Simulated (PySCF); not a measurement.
Mg(F)(NH2) (FH2MgN), SMILES [Mg]([F])[NH2]. Coordinates come from a TPSSh-D3(BJ)/def2-TZVP optimisation. One conformer was computed; it need not be the lowest.

All values below come from TPSSh-D3(BJ)/def2-TZVP (PySCF 2.14.0).

Harmonic wavenumbers (cm⁻¹): 143, 153, 281, 541, 550, 832, 1571, 3533, 3609. Rotational constants (GHz): 378.4, 4.174, 4.129; symmetry number 2.

Q: Work out the zero-point energy and the ideal-gas rigid-rotor harmonic-oscillator thermochemistry at 298.15 K and 1 atm.

A: ZPE = ½ Σ hcν = ½ × 11214 cm⁻¹ = 16.03 kcal/mol. H − E(el) = 19.78 kcal/mol. Entropy in cal/(mol K): translation 38.16, rotation 20.05, vibration 8.22, total 66.43. G − E(el) = -0.03 kcal/mol. Cp = 16.42 cal/(mol K). Modes under 150 cm⁻¹ make the vibrational entropy uncertain.
